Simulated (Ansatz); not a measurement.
Ansatz (a quantum-chemistry and plane-wave program) was given this input:
Ansatz 0.2 input:
```yaml
crystal:
  periodic: [false, false, false]
  atoms:
    - {symbol: N, position_ang: [0.00000000, -0.00000000, -0.00000000]}
    - {symbol: H, position_ang: [-0.69851852, -0.34749108, -0.67183826]}
    - {symbol: H, position_ang: [0.02245826, 1.02891450, -0.02958725]}
    - {symbol: H, position_ang: [-0.25206810, -0.31063626, 0.94868941]}
    - {symbol: H, position_ang: [0.92812837, -0.37078716, -0.24726391]}
basis:
  gaussian:
    orbitals: cc-pVDZ
hamiltonian:
  xc: hf
total_charge: 1
```

Q: What does this run give for the total energy, number of basis functions?

A: 
The total energy is -56.5446 Eh and the number of basis functions is 34.
